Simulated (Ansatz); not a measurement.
`C=C[SiH2][SiH](O)O` + `C[SiH](O)O` → `C[SiH](O)O[SiH](O)O` + `C=C[SiH3]`  (cleavage of the Si–Si bond)

Calculated with Ansatz (gas phase, PBE0-D4/def2-TZVP geometries, no zero-point term in ΔE). CBS: MP2 limit from def2 TZ/QZ plus the TZ coupled-cluster correction, frozen cores. Functionals use def2-TZVPP. One conformer a species, not always the lowest.

CCSD(T)/CBS gives -157.5 kJ/mol.

Problem. Another level gave -128.2 kJ/mol. Which?
A. r2SCAN/def2-TZVPP
B. B2PLYP/def2-TZVPP
C. PBE0/def2-TZVPP
D. PBE/def2-TZVPP

Solution. D. PBE -128.2, r2SCAN -153.9, B2PLYP -159.8, PBE0 -140.3 kJ/mol.

Largest T1 diagnostic among the species: 0.013.

From PBE to PBE0 (25 % exact exchange), in def2-TZVPP and without D4, ΔE moves by −12.1 kJ/mol. In def2-TZVPP, CCSD(T) changes the Hartree–Fock value by +26.2 kJ/mol (the triples alone add +3.9 kJ/mol) and MP2 by +21.8 kJ/mol.
